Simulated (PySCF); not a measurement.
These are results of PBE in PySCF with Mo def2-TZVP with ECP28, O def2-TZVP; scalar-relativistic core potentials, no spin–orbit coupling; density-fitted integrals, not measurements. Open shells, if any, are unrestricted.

Q: What spin state, shape and geometry does isolated MoO₂ take (every ligand bound to Mo)?

A: Formally Mo is in oxidation state +4, d2, with 2 unpaired electrons (the high-spin count). The Mulliken spin on Mo is 2.00. The polar-tensor charge on Mo, 1.30, is far below the formal one. The lowest minimum found is a triplet of C2v symmetry with Mo–O 1.703 Å (×2); O–Mo–O 113.0°. Its harmonic wavenumbers are 316 (a1), 935 (b2), 983 (a1) cm⁻¹ and its dipole moment is 3.99 D.

This need not be the most stable arrangement of these atoms. With open d or f shells other occupations or spin states may lie lower.
